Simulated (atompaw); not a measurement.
**u(r) = r·R(r): atom against pseudo-atom (Co)**

Columns: radius, all-electron u(r) and pseudo u(r) of the 3p shell (level -84.56 eV) of cobalt in the configuration [Ne] 3s2 3p6 3d7 4s0 4p0; PBEsol, scalar-relativistic, PAW (atompaw) scheme, atompaw 4.2.0.5.

```json
{"r (bohr)": "0.067", "all-electron": "-0.4038", "pseudo": "0.0296"}
{"r (bohr)": "0.135", "all-electron": "-0.6255", "pseudo": "0.1167"}
{"r (bohr)": "0.202", "all-electron": "-0.4541", "pseudo": "0.2495"}
{"r (bohr)": "0.269", "all-electron": "-0.0900", "pseudo": "0.4146"}
{"r (bohr)": "0.337", "all-electron": "0.3112", "pseudo": "0.5974"}
{"r (bohr)": "0.404", "all-electron": "0.6515", "pseudo": "0.7742"}
{"r (bohr)": "0.471", "all-electron": "0.9060", "pseudo": "0.9307"}
{"r (bohr)": "0.538", "all-electron": "1.0724", "pseudo": "1.0536"}
{"r (bohr)": "0.606", "all-electron": "1.1631", "pseudo": "1.1354"}
{"r (bohr)": "0.673", "all-electron": "1.1915", "pseudo": "1.1710"}
{"r (bohr)": "0.740", "all-electron": "1.1760", "pseudo": "1.1655"}
{"r (bohr)": "0.808", "all-electron": "1.1291", "pseudo": "1.1257"}
{"r (bohr)": "0.875", "all-electron": "1.0636", "pseudo": "1.0630"}
{"r (bohr)": "0.942", "all-electron": "0.9872", "pseudo": "0.9872"}
{"r (bohr)": "1.010", "all-electron": "0.9046", "pseudo": "0.9046"}
{"r (bohr)": "1.077", "all-electron": "0.8223", "pseudo": "0.8223"}
{"r (bohr)": "1.144", "all-electron": "0.7421", "pseudo": "0.7421"}
{"r (bohr)": "1.212", "all-electron": "0.6647", "pseudo": "0.6647"}
{"r (bohr)": "1.279", "all-electron": "0.5933", "pseudo": "0.5933"}
{"r (bohr)": "1.346", "all-electron": "0.5274", "pseudo": "0.5274"}
{"r (bohr)": "1.413", "all-electron": "0.4673", "pseudo": "0.4673"}
{"r (bohr)": "1.481", "all-electron": "0.4119", "pseudo": "0.4119"}
{"r (bohr)": "1.548", "all-electron": "0.3628", "pseudo": "0.3628"}
{"r (bohr)": "1.615", "all-electron": "0.3188", "pseudo": "0.3188"}
{"r (bohr)": "1.683", "all-electron": "0.2790", "pseudo": "0.2790"}
{"r (bohr)": "1.750", "all-electron": "0.2443", "pseudo": "0.2443"}
```

Question: How many radial nodes do the two functions have?

Answer: The all-electron 3p function has n − l − 1 = 1; the pseudo-wave has 0, since the states of the same l below it are removed with the core.

Question: At about which radius was the pseudo-wave matched?

Answer: 1.00 bohr, where the columns begin to agree (steps of 0.07 bohr).

Question: Is the pseudo-wave norm-conserving?

Answer: No, it belongs to a PAW set: the norm inside the radius is not constrained, and the difference is carried by the augmentation charge.
